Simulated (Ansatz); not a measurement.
Consider the formal exchange of groups at the Si–S bond: `C[SiH](F)S[SiH](O)O` + `C#C[SiH3]` → `O[SiH](O)C#C[SiH3]` + `C[SiH](F)S`.

Isolated molecules relaxed with PBE0-D4/def2-TZVP in Ansatz; ΔE leaves out vibrations. CCSD(T)/CBS adds triple-zeta CCSD(T) − MP2 to the extrapolated MP2 energy (def2 sets, frozen cores). DFT in def2-TZVPP. B3LYP here is the variant with VWN-RPA as its local correlation; programs differ in this. One conformer a species, not always the lowest.

`C[SiH](F)S[SiH](O)O`:

Cartesian coordinates in Å:
```
C -0.329 0.393 2.746
Si 0.062 0.593 0.951
F -1.081 1.508 0.271
S 0.043 -1.316 0.027
Si 0.604 -0.753 -1.973
O -0.098 -1.837 -2.970
O 0.213 0.807 -2.244
H -0.389 1.370 3.232
H 0.452 -0.190 3.239
H -1.281 -0.123 2.882
H 1.338 1.301 0.704
H 2.050 -0.868 -2.214
H -1.016 -2.068 -2.821
H -0.568 1.181 -1.829
```

`C#C[SiH3]`:

```xyz
7

C    -1.701   -0.973   -0.076
C    -0.655   -0.375   -0.029
Si    0.926    0.530    0.042
H    -2.625   -1.502   -0.118
H     1.396    0.587    1.447
H     1.932   -0.173   -0.792
H     0.727    1.907   -0.473
```

`O[SiH](O)C#C[SiH3]`:

```xyz
12

O    -1.651   -0.459    2.353
Si   -1.649   -0.908    0.781
O    -2.907   -0.331   -0.089
C    -0.090   -0.308    0.023
C     0.938    0.109   -0.474
Si    2.486    0.718   -1.227
H    -1.196    0.348    2.596
H    -1.770   -2.372    0.753
H    -2.853    0.560   -0.436
H     2.205    1.975   -1.962
H     3.008   -0.307   -2.162
H     3.480    0.977   -0.157
```

`C[SiH](F)S`:

Cartesian coordinates in Å:
```
C -0.809 0.739 -0.384
Si 0.815 -0.033 0.057
F 1.326 0.659 1.409
S 0.683 -2.140 0.292
H -1.180 0.334 -1.328
H -1.555 0.545 0.390
H -0.699 1.822 -0.486
H 1.867 0.168 -0.966
H -0.449 -2.095 1.016
```

```csv
level,ΔE (kJ/mol),difference from CCSD(T)/CBS
PBE-D4,42.2,2.7
r2SCAN-D4,41.6,2.1
B3LYP-D4,38.8,-0.7
ωB97X-V,40.6,1.1
ωB97M-V,41.7,2.2
PBE0,37.5,-2.0
B3LYP,28.9,-10.6
HF/def2-TZVPP,25.5,-14.0
MP2/def2-TZVPP,38.7,-0.8
SCS-MP2/def2-TZVPP,33.5,-6.0
CCSD/def2-TZVPP,33.4,-6.1
MP2/def2-QZVPP,40.7,1.2
SCS-MP2/def2-QZVPP,35.4,-4.1
HF/CBS(def2),24.7,-14.8
MP2/CBS(def2),42.6,3.1
CCSD/CBS(def2),37.4,-2.1
CCSD(T)/CBS,39.5,0
```

Largest T1 diagnostic among the species: 0.013.

The D4 term adds +9.9 kJ/mol with B3LYP and +5.2 kJ/mol with PBE0; it sums over pairs of atoms, weighted by their polarisabilities, and B3LYP, whose exchange is more repulsive, gets the larger term. In def2-TZVPP, CCSD(T) changes the Hartree–Fock value by +10.1 kJ/mol (the triples alone add +2.1 kJ/mol) and MP2 by +13.2 kJ/mol.
